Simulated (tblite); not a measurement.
Species: C7H8F3P.
Z-matrix (Å and degrees, GFN2-xTB geometry), rows numbered from 1:
```
F 
C   1  1.3402
F   2  1.3420  1  106.43
F   2  1.3468  1  106.32  3  -112.70
C   2  1.5027  1  112.11  3   123.67
P   5  1.8861  2  108.68  1   -58.00
C   6  1.8140  5   96.52  2   172.86
C   7  1.3254  6  121.89  5   134.47
C   8  1.4990  7  123.70  6    -4.55
C   9  1.4995  8  112.18  7   -33.78
C  10  1.3257  9  123.95  8    34.08
H   5  1.0917  2  109.45  1   179.41
H   5  1.0919  2  107.71  1    60.01
H   7  1.0815  6  116.53  5   -50.52
H   8  1.0819  7  120.40  6   176.98
H   9  1.0962  8  108.93  7    86.86
H   9  1.0917  8  109.87  7  -156.22
H  10  1.0820  9  115.78  8  -144.59
H  11  1.0809  6  116.59  5    52.43
```

Computed values, GFN2-xTB/tblite, gas phase, harmonic and unscaled. The method is semi-empirical: single wavenumbers can be off by several per cent or more. One conformer, not necessarily the lowest.

Harmonic wavenumbers (cm⁻¹): 27.3, 47.9, 72.0, 108.9, 172.8, 179.7, 296.7, 329.4, 360.3, 376.7, 418.2, 473.5, 484.5, 496.4, 576.0, 672.1, 696.4, 706.8, 723.8, 758.0, 795.2, 830.2, 831.8, 891.5, 894.3, 921.6, 975.2, 977.3, 1027.4, 1044.4, 1141.4, 1157.0, 1167.0, 1173.3, 1175.0, 1214.9, 1283.7, 1309.9, 1322.3, 1400.3, 1446.8, 1647.6, 1683.4, 2911.1, 2971.1, 2979.9, 2985.2, 3040.6, 3046.6, 3055.7, 3062.7.

A = 2378, B = 526.2, C = 483.6 MHz; mass 180.032 u (most abundant isotopes); point group C1, symmetry number 1.

Q: What is the zero-point energy?

A: ½Σν̃ = 29171 cm⁻¹ = 348.96 kJ/mol.

Q: Entropy at 400 K, 1 bar (ideal gas, RRHO, classical rotation)?

A: Translation 179.73, rotation 131.92, vibration 195.09: S = 506.7 J/(mol K).

Q: And Cp and H(400 K) − H(0)?

A: Cp = 227.83 J/(mol K), of which vibrations give 194.58 (their classical limit is 51 R = 424.0); H(400 K) − H(0) = 52.67 kJ/mol without the zero-point energy, 39.36 from vibrations.

Q: Which modes carry the vibrational entropy at 400 K?

A: 27.3 cm⁻¹: 27.61; 47.9 cm⁻¹: 22.95; 72.0 cm⁻¹: 19.57; 108.9 cm⁻¹: 16.16; 172.8 cm⁻¹: 12.40; 179.7 cm⁻¹: 12.09 J/(mol K); the other 45 give 84.31 together.

Q: Blend soft modes into free rotors: weight 1/[1 + (100 cm⁻¹/ν̃)⁴] for the oscillator and the rest for a rotor with moment μB/(μ + B), μ = h/(8π²ν), B = 10⁻⁴⁴ kg m². What vibrational entropy results?

A: 174.12 J/(mol K) in place of 195.09, which changes −T·S at 400 K by +8.39 kJ/mol.

Hindered rotation and anharmonicity are outside this model. Other conformers, if any are populated, would add a mixing term that is left out. The structure is chiral; the term R ln 2 for an equal mix with its mirror image is left out.
